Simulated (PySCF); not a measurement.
C₆H₅F, SMILES C#CC(=C)/C=C\F.

Coordinates come from a PBE0-D3(BJ)/def2-SVP optimisation. The structure was generated by enumeration; whether it is a known compound was not checked. One conformer was computed; it need not be the lowest.

The numbers are results of PySCF with TDDFT-CAM-B3LYP/def2-SVPD, not measurements.

Vertical excitations.  State labels are in the subgroup Cs.

```csv
state,symmetry,energy (eV),λ (nm),f,main pairs
S1,A',5.26,236,0.378,HOMO→LUMO 93 %
S2,A",5.30,234,0.000,HOMO−1→LUMO 87 %
S3,A',5.97,208,0.143,HOMO−2→LUMO 86 %
S4,A",6.24,199,0.000,"HOMO→LUMO+5 50 %, HOMO−2→LUMO+5 18 %, HOMO→LUMO+3 15 %"
S5,A",6.43,193,0.004,HOMO→LUMO+1 86 %
S6,A',6.55,189,0.093,HOMO→LUMO+2 84 %
S7,A",7.08,175,0.004,"HOMO→LUMO+3 64 %, HOMO→LUMO+5 11 %, HOMO−2→LUMO+1 10 %"
S8,A",7.32,169,0.001,HOMO−1→LUMO+2 74 %
S9,A",7.36,168,0.031,HOMO→LUMO+4 83 %
S10,A',7.54,164,0.128,"HOMO−2→LUMO+2 38 %, HOMO−1→LUMO+5 26 %, HOMO→LUMO+2 11 %, HOMO−2→LUMO 7 %"
T1,A',2.85,436,0,HOMO→LUMO 91 %
T2,A',4.29,289,0,"HOMO−2→LUMO 52 %, HOMO→LUMO+2 37 %"
T3,A",5.00,248,0,"HOMO−1→LUMO 76 %, HOMO−1→LUMO+2 14 %"
T4,A',5.45,228,0,"HOMO−1→LUMO+5 38 %, HOMO−2→LUMO+2 21 %, HOMO−3→LUMO 13 %, HOMO−1→LUMO+3 8 %"
```
Triplets are in the Tamm–Dancoff approximation, which puts them higher than full response would, so one can lie above its singlet here.
